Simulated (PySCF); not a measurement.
Bond stretch in GaH, singlet.

RMP2 = MP2 on RHF/def2-TZVP, 9 core orbitals frozen in PySCF; RKS-PBE0 = restricted PBE0/def2-TZVP in PySCF; RCCSD(T) = CCSD(T) on RHF/def2-TZVP, 9 core orbitals frozen (PySCF); RKS-PBE = restricted PBE/def2-TZVP in PySCF.

Energies are in kJ/mol, each relative to the lowest point of its own curve near equilibrium.

```
R / Å   RMP2  RKS-PBE0  RCCSD(T)  RKS-PBE
-----  -----  --------  --------  -------
1.35    73.2      80.8      76.3     84.6
1.43    35.0      41.0      37.4     44.2
1.51    12.7      16.9      14.4     19.3
1.56     4.9       7.9       6.1      9.6
1.63     0.0       1.3       0.5      2.0
1.68     0.0       0.0       0.0      0.0
1.74     3.0       1.4       2.3      0.5
1.80     8.6       5.4       7.2      3.5
1.86    16.2      11.4      14.0      8.5
1.95    30.5      23.2      27.0     18.8
2.08    55.1      44.1      49.3     37.5
2.27    94.8      78.7      84.9     68.8
2.55   153.7     131.0     135.8    116.6
2.77   196.7     169.9     170.6    151.8
3.04   244.2     212.9     205.2    190.4
3.39   296.8     260.5     235.2    232.2
3.71   336.1     296.2     247.4    262.6
4.15   377.4     334.6     242.7    294.1
4.52   401.4     358.9     225.9    313.2
5.04   420.4     384.0     197.5    331.9
5.88   421.8     409.0         —        —
6.69   401.7     422.2         —        —
```

At the longest distance, 6.69 Å, RKS-PBE0 lies highest above its minimum (422.2 kJ/mol) and RMP2 lowest (401.7 kJ/mol).

The RMP2 curve passes through a maximum at 5.88 Å and then falls by 20.1 kJ/mol up to the last usable point.

The RCCSD(T) curve passes through a maximum at 3.71 Å and then falls by 49.9 kJ/mol up to the last usable point.

Dashes: no converged value, or the column stops at the first point that the program doubted or that broke a chosen test of continuity, which isn't proof of a fault.

The restricted form behind RMP2, RKS-PBE0, RKS-PBE keeps the bonding electrons paired and can't separate into open-shell fragments. The T1 diagnostic of CCSD on the restricted reference of RMP2, RCCSD(T) exceeds 0.045 at 3.39 to 6.69 Å. At the longest distance RKS-PBE0 leaves fractional charges on the fragments, a sign of delocalisation error or of the restricted form.
